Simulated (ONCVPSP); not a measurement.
# Configuration tests for titanium (ONCV)

Ti (Z = 22), optimised norm-conserving Vanderbilt (ONCV), made with ONCVPSP 4.0.1 (PBE, scalar-relativistic). Core [Ne], reference 3s2 3p6 3d2 (charge +2). Waves: 3s: rc 1.20 bohr, ncon 4, nbas 9, qcut 9.1 1/bohr, 2 projectors, debl 3.6 Ha; 3p: rc 1.65 bohr, ncon 4, nbas 8, qcut 8.8 1/bohr, 1 projector; 3d: rc 1.25 bohr, ncon 5, nbas 10, qcut 7.8 1/bohr, 2 projectors, debl 1.4 Ha; f scattering state at 0.08 Ha: rc 1.50 bohr, ncon 4, nbas 7, qcut 7.2 1/bohr, 1 projector. Local part: polynomial inside 0.85 bohr (lpopt 2, dvloc0 1 Ha). Core correction: Teter function fitted to the true core (icmod 2), fcfact 0.6.

Energies are relative to the spin-unpolarised reference configuration 3s2 3p6 3d2; without spin polarisation the order of configurations can differ from experiment.

```csv
valence configuration,charge,ΔE all-electron (eV),error AE − PS (meV)
3s2 3p6 3d2 4s2,0,-20.919,+1.8
3s2 3p6 3d2 4s1,+1,-13.572,+0.9
3s2 3p6 3d3,+1,-13.524,+3.9
```

Question: What are ΔE and the potential's error for 3s2 3p6 3d1?

Answer: ΔE = 26.948 eV all-electron; the error (AE − PS) is +30 meV.
